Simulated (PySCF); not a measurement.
## Relaxation of triplet OsSF₂

All numbers come from UB3LYP in PySCF with Os def2-SVP with ECP60, S def2-SVP, F def2-SVP; scalar-relativistic core potentials, no spin–orbit coupling; density-fitted integrals. A (50,194) grid was used.

A hand-made trigonal pyramidal start, of Cs symmetry, held to at least that symmetry:

```xyz
4
charge 0 multiplicity 3, angstrom
Os    0.0514    0.0890   -0.2518
S    -0.8758   -1.5168    0.7341
F     1.7555    0.0890    0.6543
F    -0.8006    1.5648    0.6543
```

(1) What does it relax to?

(2) How much energy is released, and in how many steps?

Results:

(1) It ends at C2v with Os–F 1.847 Å (×2), Os–S 2.079 Å; F–Os–F 138.0°, F–Os–S 111.0° (×2) (after a last refinement on a finer grid). The frequency run here used a shortcut that can spoil soft modes, so no verdict on minimum or saddle point is given. Other isomers or separated fragments may lie lower.

(2) 147.2 kJ/mol in 8 steps.

Other spin states or occupations of the open shell can lie lower. Spin–orbit coupling, left out here, can matter for elements this heavy.
